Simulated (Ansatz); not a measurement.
Input for Ansatz (a quantum-chemistry and plane-wave program): U-CCSD(T)/def2-TZVPP on SiSn, 2S+1 = 5, a spin state set in the input, which need not be the lowest, a point of a bond scan (R = 2.683 Å). Elements past Kr take the def2 small-core potentials; no spin–orbit coupling.

Ansatz 0.2 input:
```yaml
crystal:
  periodic: [false, false, false]
  atoms:
    - {symbol: Si, position_ang: [0.00000000, 0.00000000, 0.00000000]}
    - {symbol: Sn, position_ang: [0.00000000, 0.00000000, 2.68298700]}
basis:
  gaussian:
    orbitals: def2-TZVPP
magnetization: {spin_polarized: true, initial_magnetization: 4}
correlation: {method: ccsd_t, electrons: valence}
output: {orbitals: {seedname: ./end}}
```

### Question
Predict the final total energy.

### Answer
-502.5899 hartree (reference determinant -502.2185, T1 diagnostic 0.019).

### Question
How many basis functions does it have, and what does it roughly cost on one machine?

### Answer
92 functions; around 40 core-seconds (rough).
